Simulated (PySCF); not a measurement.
Compound: C2H8As2.
Numbering: `[AsH2:1][CH2:2][CH2:3][AsH2:4]` (hydrogens: H5, H6 on As1; H7, H8 on C2; H9, H10 on C3; H11, H12 on As4)

Method used: PBE0-D3(BJ)/def2-SVP geometry optimisation, gas phase in PySCF.

Problem. List the bond lengths, angles and torsions at this level.

Solution. 
```tsv
bond	length (Å)	order
As1–C2, C3–As4	1.985	single
C2–C3	1.521	single
As1–H5 and 3 like bonds	1.527	single
C2–H7 and 3 like bonds	1.102	single
```

Bonds in one row agree within 0.01 Å and their mean is given. Orders are formal, as drawn. A selection of angles:
```tsv
angle	degrees
C2–As1–H5	95.0
H5–As1–H6	92.0
As1–C2–C3	118.1
As1–C2–H7	104.9
C3–C2–H7	110.0
C3–C2–H8	111.2
H7–C2–H8	105.7
C2–C3–As4	113.7
As4–C3–H9	108.7
H9–C3–H10	107.2
C3–As4–H11	94.5
```

Dihedral angles: As1–C2–C3–As4 -66° (synclinal). The mirror-image conformer, all signs reversed, is as good.

Of the pairs four or more bonds apart, As4···H6 is among the closest relative to their van der Waals radii: 2.99 Å, 98 % of the sum of Bondi's values. As1 (arsenic bonded to C and 2 H) is pyramidal (angles 95.9°, 95.0° and 92.0°, sum 282.9°, 0.88 Å off the plane of its three neighbours).

No PBE0-D3(BJ)/def2-SVP frequencies stand behind this structure, so it isn't proved a minimum. One conformer, not necessarily the lowest (H–As1–C2–C3 -42° and 50°, As1–C2–C3–As4 -66°, C2–C3–As4–H -165° and -72°).
